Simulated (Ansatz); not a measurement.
`O[SiH2]/C=C\[SiH](O)O` + `O[SiH](F)S[SiH2]Cl` → `O[SiH](O)S[SiH2]Cl` + `O[SiH2]/C=C\[SiH](O)F`  (redistribution)

Calculated with Ansatz (gas phase, PBE0-D4/def2-TZVP geometries, no zero-point term in ΔE). CBS: MP2 limit from def2 TZ/QZ plus the TZ coupled-cluster correction, frozen cores. Double bonds are as drawn, so ΔE can hold a change between cis and trans. DFT in def2-TZVPP. B3LYP here is the variant with VWN-RPA as its local correlation; programs differ in this. One conformer a species, not always the lowest.

```csv
level,ΔE (kJ/mol),difference from CCSD(T)/CBS
PBE-D4,-10.5,0.2
r2SCAN-D4,-10.8,-0.1
PBE0-D4,-10.6,0.1
B3LYP-D4,-9.3,1.4
ωB97X-V,-10.6,0.1
ωB97M-V,-11.3,-0.6
B2PLYP,-9.4,1.3
r2SCAN,-10.6,0.1
PBE0,-10.2,0.5
B3LYP,-8.6,2.1
HF/def2-TZVPP,-9.5,1.2
CCSD/def2-TZVPP,-10.0,0.7
SCS-MP2/def2-QZVPP,-10.1,0.6
HF/CBS(def2),-9.3,1.4
MP2/CBS(def2),-10.4,0.3
CCSD/CBS(def2),-10.4,0.3
CCSD(T)/CBS,-10.7,0
```

Largest T1 diagnostic among the species: 0.012.
